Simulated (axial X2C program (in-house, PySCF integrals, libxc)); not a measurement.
# ZnH⁻: cheaper levels and CCSD(T), 2c

Computed with an in-house all-electron X2C program for linear molecules (integrals from PySCF). Two-component (2c) means X2C with spin–orbit coupling and atomic mean-field two-electron Coulomb and Gaunt terms. Basis: Zn dyall-acv3z [10s11p7d4f2g], H dyall-av3z [7s3p2d] (cores contracted in-house); Gaussian nuclei, density fitting, unrestricted open shells. Masses: Zn 63.929 u, H 1.008 u.

State: Ω = 0 (closed shell); fragments Zn + H-.

```csv
level,Re (Å),ωe (cm⁻¹),De (eV)
PBE0,1.761,1064.7,1.13
HF,1.782,1091.9,1.03
MP2,1.729,1118.3,1.04
CCSD,1.771,1030.4,1.03
PW91,1.769,1017.3,1.09
```

Correlated methods: 14 electrons correlated (number of frozen shells: Zn 3 s, 2 p; H none), 228 virtual spin orbitals or spinors in MP2, 90 natural virtuals in coupled cluster.

CCSD(T), same Hamiltonian and basis:

Re = 1.763 Å, ωe = 1072.8 cm⁻¹; T1 = 0.026 (Lee–Taylor normalisation).

(1) Give the differences from CCSD(T) in the columns below.

The state is one determinant whose occupation by symmetry is held fixed; it was picked as the lowest of a PBE0 search that is not exhaustive. De is counted from the lowest determinant-based energies of the atoms at the same level, without counterpoise correction. De is not given where an atomic determinant may have missed its ground term or J level, or where the truncated virtual space spoils (T). CCSD and (T) use frozen natural virtuals with an MP2 correction for the truncation; (T) itself is uncorrected, so its De runs slightly low. The highest occupied level of some functionals is positive through self-interaction error; at Hartree–Fock it is bound. The T1 diagnostic is large, a sign of multireference character. Hartree–Fock gets electron affinities wrong, so its lowest charge split need not be the true one.

Results:

(1) 

| level | ΔRe (Å) | Δωe (cm⁻¹) |
| --- | --- | --- |
| PBE0 | -0.002 | -8 |
| HF | 0.019 | 19 |
| MP2 | -0.034 | 46 |
| CCSD | 0.008 | -42 |
| PW91 | 0.006 | -56 |
